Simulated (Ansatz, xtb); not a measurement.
Reaction (SMILES): C=CC[Si](F)(F)CC=C [difluoro-bis(prop-2-enyl)silane] + 10 [H][H] (H2) → 6 C (CH4) + 2 F (HF) + [SiH4] (SiH4)
Each molecule is optimised on its own at B3LYP-D3(BJ)/def2-TZVP (Ansatz, a first-principles code), one conformer each, not searched for the lowest.

Property: energy of full hydrogenation (electronic energy difference), in kcal/mol. Cores are frozen in the correlated levels unless marked. Spin-orbit coupling is left out. No relativistic terms. Basis-set limits of correlation are two-point, X^-3; Hartree-Fock from the larger set. The bracket is a focal-point correction in the basis named.

| level | program | energy of full hydrogenation (kcal/mol) | minus last row |
|---|---|---|---|
| GFN1-xTB | xtb | -193.6 | -102.6 |
| HF/aug-cc-pV(T+d)Z | Ansatz | -117.7 | -26.7 |
| HF/cc-pV(Q+d)Z | Ansatz | -116.4 | -25.4 |
| RI-HF/aug-cc-pV(Q+d)Z | Ansatz | -116.9 | -25.9 |
| PBE-D3(BJ)/def2-TZVPD | Ansatz + dftd3 | -93.4 | -2.4 |
| B3LYP-D3(BJ)/def2-TZVPD | Ansatz + dftd3 | -91.1 | -0.1 |
| B3LYP/def2-TZVPD | Ansatz | -101.6 | -10.6 |
| PBE0-D3(BJ)/def2-TZVPD | Ansatz + dftd3 | -102.9 | -11.9 |
| r2SCAN0-D4/def2-TZVPD | Ansatz + dftd4 | -98.4 | -7.4 |
| HSE06-D4/def2-TZVPD | Ansatz + dftd4 | -102.4 | -11.4 |
| wB97X/def2-TZVPD | Ansatz | -107.6 | -16.6 |
| PBE-QIDH/def2-TZVPD | Ansatz | -101.3 | -10.3 |
| MP2/6-31G* | Ansatz | -61.3 | 29.7 |
| MP2/cc-pV(T+d)Z | Ansatz | -88.3 | 2.7 |
| SCS-MP2/cc-pV(D+d)Z | Ansatz | -103.8 | -12.8 |
| SCS-MP2/cc-pV(T+d)Z | Ansatz | -91.8 | -0.8 |
| CCSD(T)/STO-3G | Ansatz | -117.3 | -26.3 |
| CCSD(T)/6-31G | Ansatz | -75.7 | 15.3 |
| CCSD(T)/aug-cc-pV(D+d)Z | Ansatz | -105.6 | -14.6 |
| CCSD(T)/cc-pV(D+d)Z | Ansatz | -106.0 | -15.0 |
| RI-MP2/CBS(cc-pV(T+d)Z,cc-pV(Q+d)Z)+[CCSD(T)-MP2]/cc-pV(T+d)Z | Ansatz | -91.0 | 0.0 |
